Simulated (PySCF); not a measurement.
## Static response to an electric field

Species: C3H7NS2Si.
Numbering: `[CH2:1]=[N:2][SiH:3]1[S:4][CH2:5][CH2:6][S:7]1` (hydrogens: H8, H9 on C1; H10 on Si3; H11, H12 on C5; H13, H14 on C6)

Structure used (PBE0-D3(BJ)/def2-SVP), in Å, numbered top down from 1:
```
atom  x, y, z in Å
C1     3.127    0.393    0.673
N2     1.884    0.252    0.849
Si3    0.767   -0.045   -0.472
S4    -0.701    1.513   -0.497
C5    -2.152    0.428   -0.203
C6    -1.803   -0.773    0.650
S7    -0.455   -1.755   -0.111
H8     3.800    0.571    1.534
H9     3.633    0.352   -0.317
H10    1.521   -0.206   -1.755
H11   -2.898    1.057    0.307
H12   -2.561    0.114   -1.174
H13   -1.504   -0.464    1.663
H14   -2.665   -1.452    0.735
```

Level: CAM-B3LYP/def2-SVPD (PySCF), static field, nuclei fixed, core orbitals frozen in the response. The polarisability tensor in these axes (au):

```
x   132.59   3.50   0.01
y     3.50 101.41  -1.59
z     0.01  -1.59  88.41
```

Problem. Give the principal values, the mean and the anisotropy Δα = √{½[(α1 − α2)² + (α2 − α3)² + (α1 − α3)²]}.

Solution. Principal values 88.21, 101.22 and 132.98 au; mean 107.47 au = 15.93 Å³ = 17.72 × 10⁻⁴⁰ C²·m²/J; Δα = 39.88 au (37 % of the mean).

Problem. What is the dipole moment?

Solution. 0.02 D at this geometry.

Problem. What molar refraction does this α imply?

Solution. Lorentz–Lorenz: R = (4π/3)N_A α = 2.5225 cm³/(mol·Å³) × 15.93 Å³ = 40.2 cm³/mol, in the limit of long wavelengths.

Problem. What would n − 1 = 2πNα be for an ideal gas of these molecules at 350 K and 1 atm, electronic part alone?

Solution. N = p/kT = 2.0968 × 10¹⁹ cm⁻³, so n − 1 = 2π × N × 15.93 × 10⁻²⁴ cm³ = 2098 × 10⁻⁶ at long wavelengths, for an ideal gas.

Problem. Find the Langevin capture rate constant for H3O+ (19.018 u) meeting this molecule (148.979 u), k = 2.342 × 10⁻⁹ cm³/s × √(α in Å³ / reduced mass in u).

Solution. The reduced mass is 16.87 u, so k = 2.28 × 10⁻⁹ cm³/s.

Isolated species at its PBE0-D3(BJ)/def2-SVP geometry (one conformer only).
